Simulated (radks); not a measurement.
Task: All-electron atom: the xenon ion Xe45+ in [He] 2s1.5 2p5 3s0.5 (fractional occupations, a model configuration). All-electron calculation, Dirac Kohn-Sham, LDA (Slater exchange, Perdew-Wang correlation), spin-unpolarised, spherical densities, point nucleus; open shells fill j = l - 1/2 first. Program: a radial shooting solver on a logarithmic mesh with Libxc functionals. Some entries of the table are withheld. Estimate them.

orbital,occ.,eigenvalue (hartree),r(max) (bohr)
1s1/2,2,-1386.663,(1)
2s1/2,1.5,-309.8061,0.09567
2p1/2,2,-300.7752,0.07293
2p3/2,3,-288.0280,0.07762
3s1/2,0.5,-128.9575,0.2523
3p1/2,0,-125.9049,0.2355
3p3/2,0,-122.4484,0.2436
3d3/2,0,-118.6213,0.1869
3d5/2,0,-117.7375,0.1892
4s1/2,0,-70.08079,(2)
4f5/2,0,-64.71433,(3)
4f7/2,0,-64.55518,(4)

Result: 
(1) 1s1/2 r(max) (bohr): 0.01716
(2) 4s1/2 r(max) (bohr): 0.4910
(3) 4f5/2 r(max) (bohr): 0.3455
(4) 4f7/2 r(max) (bohr): 0.3470
